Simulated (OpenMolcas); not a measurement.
**P: effect of the basis set**

* Program: OpenMolcas 26.06
* Method: CASSCF
* Active space: 5 electrons in 4 orbitals (3s 3p)
* State averaging: 2S+1 = 4 odd, 1 root; 2S+1 = 2 odd, 8 roots; 2S+1 = 4 even, 3 roots
* Spin-orbit coupling: state interaction with AMFI integrals over the reference wave functions, term energies averaged over their components

A. ANO-R1 [4s3p1d], X2C, finite nucleus; cost of the order of 8 core-seconds
B. ANO-L-VTZP [5s4p2d1f], non-relativistic, point nucleus; cost of the order of 10 core-seconds
C. ANO-R2 [5s4p3d1f], X2C, finite nucleus; cost about 17 core-seconds
D. ANO-R3 [6s5p4d2f1g], X2C, finite nucleus; cost of the order of 12 core-seconds

Energies in cm⁻¹ above 3s² 3p³ ⁴S°_3/2, the measured ground level; measured values from NIST Handbook of Basic Atomic Spectroscopic Data.

```tsv
Level	A	B	C	D	Measured
3s² 3p³ ⁴S°_3/2	0.0	0.0	0.0	0.0	0.0
3s² 3p³ ²D°_3/2	15744	15377	15455	15341	11361
3s² 3p³ ²D°_5/2	15753	15388	15467	15353	11377
3s² 3p³ ²P°_1/2	21321	20738	20927	20729	18723
3s² 3p³ ²P°_3/2	21324	20742	20932	20733	18748
3s 3p⁴ ⁴P_5/2	66811	66269	66917	66872	59535
3s 3p⁴ ⁴P_3/2	66996	66463	67113	67068	59716
3s 3p⁴ ⁴P_1/2	67107	66579	67231	67185	59820
```

Deviations, from unrounded energies. A percentage is the sum of absolute deviations over the sum of measured energies, with the sign that they share, or ± where signs differ.

| Against measurement | Levels | A | B | C | D |
| --- | --- | --- | --- | --- | --- |
| mean absolute deviation (cm-1) | 7 | 5100 | 4600 | 5000 | 4900 |
| other terms of the ground configuration (%) | 4 | +23.1 | +20.0 | +20.9 | +19.8 |
| other configurations (%) | 3 | +12.2 | +11.3 | +12.4 | +12.3 |

B lies closest to measurement on these levels and A furthest from it. The largest miss of B in the table is 3s 3p⁴ ⁴P_1/2, by +6800 cm-1. The ranking rests on the paired levels alone, and a cruder setting can come out closer through cancelling errors.

Among A to D the level of the table that moves most is 3s 3p⁴ ⁴P_1/2, by 650 cm-1 (lowest in B, highest in C).

Without dynamic correlation excited terms often stand tens of per cent too high (terms of higher spin than the ground term too low), and those without a measured partner can miss by more than the paired ones. Terms of s pⁿ other than that of highest spin mix with s² pⁿ⁻² d, which this space lacks; all of them can be thousands of cm-1 off, and some have no real level of that name. Measured partners are found by configuration, term and J. A level has none where our copy of the source lacks it or the pairing is in doubt (some pairs that miss far off the trend of their configuration count as doubtful), and it then counts in no deviation. Only configurations of the active space appear.

° marks odd parity.
